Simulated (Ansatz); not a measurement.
Job for Ansatz (a quantum-chemistry and plane-wave program): R-CCSD(T)/aug-cc-pV(T+d)Z on HF (SMILES F) with ghost functions. Files ending in .json are basis or fitting sets from the Basis Set Exchange.

Ansatz 0.2 input:
```yaml
crystal:
  periodic: [false, false, false]
  atoms:
    - {symbol: F, position_ang: [-1.44370064, -0.22894985, -0.24384746]}
    - {symbol: H, position_ang: [-0.94647269, -0.05062702, 0.53323070]}
basis:
  gaussian:
    orbitals: aug-cc-pV_T+d_Z.json
    ghost_atoms:
      - {symbol: P, position_ang: [0.26435944, 0.38573767, 2.42694199]}
      - {symbol: H, position_ang: [-0.05296080, -0.23232066, 3.65770065]}
      - {symbol: H, position_ang: [1.64992720, 0.11416788, 2.48950794]}
      - {symbol: H, position_ang: [0.35687992, 1.69531668, 2.95026935]}
magnetization: {spin_polarized: false}
correlation: {method: ccsd_t, electrons: outside_noble_gas}
scf: {lower_state_search: off}
```

It printed:

```
WARN ansatz: RAYON_NUM_THREADS=2 ignored (pool sized by the plan → 2); use --threads N
Functional definition: HF
these checks for a lower state are left out or cut short: stability, starts, cluster_reference, orbital_swaps, neighbouring_geometries, increment
integrals: 0.73 GiB planned
1093 factors; integrals over basis functions are off by at most 1.2e-3 eV
mean field: 0.38 GiB planned
mean field evaluation 1: about -2721.7745 eV, gradient 2.5e1 eV
mean field evaluation 2: about -2721.7745 eV, gradient 2.5e1 eV
mean field evaluation 4: about -2722.7555 eV, gradient 1.2e0 eV
mean field evaluation 8: about -2722.7607 eV, gradient 6.1e-5 eV
mean field -2722.76071240 eV, -100.0596106271 hartree, gradient 2.2e-6 eV, S^2 0.000000; 0 other end points of the search recorded, 0 dependent functions left out
1 core orbitals not correlated
reference -2722.76071240 eV, -100.0596106271 hartree; 4, 4 occupied and 188, 188 virtual orbitals, 1093 factors
second order -7.65419627 eV of doubles, -0.00000000 eV of singles
coupled cluster: 2.11 GiB planned
cycle   1  -7.52697294 eV  change    1.3e-1 eV  update   4.8e-2
cycle   2  -7.65495692 eV  change   -1.3e-1 eV  update   1.3e-2
cycle   3  -7.68696171 eV  change   -3.2e-2 eV  update   5.7e-3
cycle   4  -7.68187425 eV  change    5.1e-3 eV  update   9.7e-4
cycle   5  -7.68144619 eV  change    4.3e-4 eV  update   3.3e-4
cycle   6  -7.68159246 eV  change   -1.5e-4 eV  update   8.8e-5
cycle   7  -7.68157512 eV  change    1.7e-5 eV  update   2.8e-5
cycle   8  -7.68156214 eV  change    1.3e-5 eV  update   8.5e-6
cycle   9  -7.68156020 eV  change    1.9e-6 eV  update   2.3e-6
perturbative correction -0.20887327 eV, -0.0076759511 hartree
Total energy: -2730.65114586 eV, -100.3495787086 hartree
Checks for a lower state left out: stability, starts, cluster_reference, orbital_swaps, neighbouring_geometries, increment
```

The run converged.

Cost: about 28 core-seconds (a rough figure).
